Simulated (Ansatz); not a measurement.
BN₂H₉O, closed shell: at the end structure of a reaction step.

The input file, in.yaml:

```yaml
crystal:
  periodic: [false, false, false]
  atoms:
    - {symbol: B, position_ang: [0.770684, -0.933719, 0.814392]}
    - {symbol: O, position_ang: [1.138418, -0.442595, -0.748353]}
    - {symbol: H, position_ang: [0.433392, -2.082292, 0.650726]}
    - {symbol: H, position_ang: [1.850444, -0.781420, 1.351295]}
    - {symbol: H, position_ang: [-1.158551, 0.810923, -0.360006]}
    - {symbol: N, position_ang: [-0.337654, -0.059693, 1.326192]}
    - {symbol: H, position_ang: [0.369060, 0.107193, -1.146210]}
    - {symbol: N, position_ang: [-1.008386, 0.909434, -1.373438]}
    - {symbol: H, position_ang: [1.924260, 0.108347, -0.723093]}
    - {symbol: H, position_ang: [-0.067738, 0.621129, 2.020934]}
    - {symbol: H, position_ang: [-1.127360, -0.575431, 1.684739]}
    - {symbol: H, position_ang: [-1.037688, 1.888255, -1.627798]}
    - {symbol: H, position_ang: [-1.748983, 0.429870, -1.869280]}
basis:
  gaussian: {orbitals: 6-31G}
hamiltonian: {xc: {name: B3LYP}, dispersion: d4}
```

Run by:

```bash
ansatz run in.yaml --threads 4 --pin off --events-out ev --progress --plain --max-ram 9574MiB
```

Output of Ansatz 0.2.0:

```
Functional definition: B3LYP
  name "B3LYP"
  cite "Stephens, Devlin, Chabalowski & Frisch, J. Phys. Chem. 98, 11623 (1994) doi:10.1021/j100096a001"
  cite "Becke, Phys. Rev. A 38, 3098 (1988) doi:10.1103/PhysRevA.38.3098"
  cite "Lee, Yang & Parr, Phys. Rev. B 37, 785 (1988) doi:10.1103/PhysRevB.37.785"
  cite "Vosko, Wilk & Nusair, Can. J. Phys. 58, 1200 (1980) doi:10.1139/p80-159"
  parameter a0 = 0.2
  parameter ax = 0.72
  parameter ac = 0.81
  exchange = (1 - a0 - ax)*slater_x + ax*b88_x + a0*exact_x
  correlation = (1 - ac)*vwn_rpa_c + ac*lyp_c
753 factors; integrals over basis functions are off by at most 2.4e-4 eV
mean field evaluation 1: about -5838.4609 eV, gradient 7.5e1 eV
mean field evaluation 2: about -5829.4521 eV, gradient 9.8e1 eV
mean field evaluation 4: about -5849.3287 eV, gradient 4.0e0 eV
mean field evaluation 8: about -5849.5821 eV, gradient 1.4e-1 eV
mean field evaluation 16: about -5849.5821 eV, gradient 1.6e-5 eV
mean field -5849.58214998 eV, -214.9681790227 hartree, gradient 1.6e-5 eV, S^2 0.000000; 0 other end points of the search recorded, 0 dependent functions left out
reference -5849.58237290 eV, -214.9681872148 hartree; 18, 18 occupied and 36, 36 virtual orbitals, 753 factors
Total energy: -5849.85951153 eV, -214.9783718715 hartree
```

The run took about 3.1 s on 4 CPU threads of an Intel Xeon (shared host).
